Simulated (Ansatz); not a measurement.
`BN=CSC`, relaxed with RKS PBE-D4/def2-SVP in Ansatz 0.2.0 from a rough embedded geometry. The force threshold is 0.03 eV/Å; the program also tests the step.

Total charge 0; spin multiplicity 1.

Start:

```xyz
11

B     0.141    0.243    2.418
N    -0.327   -0.414    1.209
C    -0.760    0.256    0.238
S    -1.330   -0.502   -1.312
C     0.307   -0.509   -2.056
H     0.159    1.427    2.614
H     0.541   -0.413    3.356
H    -0.803    1.404    0.231
H     0.697    0.559   -2.189
H     0.287   -0.983   -3.067
H     1.086   -1.068   -1.441
```

```
         step  energy (eV)  largest force (eV/Å)  largest move (Å)
            1  -15155.0817                 1.666             0.000
            2  -15155.1934                 0.871             0.069
            3  -15155.1969                 0.540             0.067
            4  -15155.2942                 0.364             0.200
            5  -15155.4077                 0.811             0.196
            6  -15155.5664                 1.108             0.196
            7  -15155.7870                 1.390             0.200
            8  -15155.9965                 1.370             0.200
            9  -15156.1981                 1.017             0.199
           10  -15156.3632                 1.036             0.199
           11  -15156.5497                 0.527             0.198
           12  -15156.6622                 0.483             0.195
           13  -15156.6774                 0.825             0.175
           14  -15156.7360                 0.854             0.200
           15  -15156.7517                 0.224             0.087
16 (rejected)  -15156.7494                 0.142             0.096
           17  -15156.7551                 0.099             0.048
           18  -15156.7573                 0.075             0.098
19 (rejected)  -15156.7572                 0.145             0.031
           20  -15156.7579                 0.047             0.015
           21  -15156.7586                 0.012             0.040
           22  -15156.7588                 0.039             0.047
           23  -15156.7589                 0.016             0.003
```

End:

```xyz
11

B     0.550    0.314    1.929
N    -0.474    0.372    1.025
C    -1.391    0.413    0.164
S    -1.258   -0.035   -1.543
C     0.489   -0.522   -1.631
H     1.267    1.290    2.083
H     0.728   -0.711    2.566
H    -2.423    0.751    0.409
H     1.148    0.331   -1.378
H     0.670   -0.836   -2.677
H     0.695   -1.368   -0.947
```

Run time 27 s (4 threads of an Arm Neoverse V1 on a shared host); peak host memory 0.15 GiB.
